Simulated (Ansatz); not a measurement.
`C[SiH2][AlH][F]` + CH₄ → `[CH3][AlH][SiH2]C` + H–F  (formal exchange of groups at the Al–F bond)

Calculated with Ansatz (gas phase, PBE0-D4/def2-TZVP geometries, no zero-point term in ΔE). CCSD(T)/CBS adds triple-zeta CCSD(T) − MP2 to the extrapolated MP2 energy (def2 sets, frozen cores). This one scheme is used for every species. DFT in def2-TZVPP. HSE06 is defined as in plane-wave codes. Each species was taken in one conformer, which may not be the lowest.

`C[SiH2][AlH][F]`:

```xyz
10

C    -1.372    0.233   -0.860
Si   -0.195   -0.713    0.264
Al    1.873    0.516    0.743
F     3.008   -0.245    1.677
H    -2.279   -0.346   -1.043
H    -0.905    0.446   -1.824
H    -1.662    1.185   -0.410
H     0.152   -2.024   -0.361
H    -0.880   -1.030    1.552
H     2.260    1.977    0.261
```

CH₄:

Z-matrix (Å, degrees):
```
C
H 1 1.090
H 1 1.090 2 109.5
H 1 1.090 2 109.5 3 -120.0
H 1 1.090 2 109.5 3 120.0
```

`[CH3][AlH][SiH2]C`:

Z-matrix (Å, degrees):
```
C
Al 1 1.956
H 1 1.096 2 110.5
H 1 1.092 2 113.7 3 121.6
H 1 1.096 2 110.3 3 -117.0
Si 2 2.462 1 122.0 3 -122.8
H 2 1.595 1 118.2 3 57.2
C 6 1.886 2 114.1 1 -0.4
H 6 1.496 2 109.7 1 121.9
H 6 1.496 2 109.8 1 -122.8
H 8 1.092 6 110.8 2 -59.9
H 8 1.092 6 111.1 2 179.9
H 8 1.092 6 110.8 2 59.7
```

H–F:

Z-matrix (Å, degrees):
```
F
H 1 0.920
```

```json
{"level": "PBE0-D4", "ΔE (kcal/mol)": "45.1", "difference from CCSD(T)/CBS": "-1.7"}
{"level": "r2SCAN0-D4", "ΔE (kcal/mol)": "47.3", "difference from CCSD(T)/CBS": "0.5"}
{"level": "HSE06-D4", "ΔE (kcal/mol)": "44.9", "difference from CCSD(T)/CBS": "-1.9"}
{"level": "ωB97X-V", "ΔE (kcal/mol)": "47.7", "difference from CCSD(T)/CBS": "0.9"}
{"level": "r2SCAN", "ΔE (kcal/mol)": "48.2", "difference from CCSD(T)/CBS": "1.4"}
{"level": "RPA@PBE/def2-TZVPP", "ΔE (kcal/mol)": "46.6", "difference from CCSD(T)/CBS": "-0.2"}
{"level": "CCSD(T)/def2-SVP", "ΔE (kcal/mol)": "50.0", "difference from CCSD(T)/CBS": "3.2"}
{"level": "MP2/def2-TZVPP", "ΔE (kcal/mol)": "47.2", "difference from CCSD(T)/CBS": "0.4"}
{"level": "CCSD/def2-TZVPP", "ΔE (kcal/mol)": "47.4", "difference from CCSD(T)/CBS": "0.6"}
{"level": "SCS-MP2/def2-QZVPP", "ΔE (kcal/mol)": "48.5", "difference from CCSD(T)/CBS": "1.7"}
{"level": "CCSD(T)/CBS", "ΔE (kcal/mol)": "46.8", "difference from CCSD(T)/CBS": "0"}
```

What do rigid-rotor, harmonic-oscillator terms from PBE0-D4/def2-TZVP frequencies (298.15 K, 1 bar) make of the CCSD(T)/CBS value? (Estimate.)

Ansatz gave: ΔZPE = -1.7 kcal/mol, ΔH = +45.6 kcal/mol, ΔS = 21 J/(mol·K), ΔG = +44.1 kcal/mol. Modes under 50 cm⁻¹ make the entropy rough.

Largest T1 diagnostic among the species: 0.012.

Leaving LDA and LC-ωPBE aside and taking each functional with its dispersion term where it has one, the values, not all of them listed here, spread over 4.8 kcal/mol, from revPBE-D4 to CAM-B3LYP-D4. LDA lies −1.5 kcal/mol from PBE without D4. In def2-TZVPP, CCSD(T) changes the Hartree–Fock value by −4.7 kcal/mol (the triples alone add −0.6 kcal/mol) and MP2 by −4.3 kcal/mol. At CCSD(T), def2-SVP lies +3.2 kcal/mol from the extrapolated value and def2-TZVPP −0.0 kcal/mol.
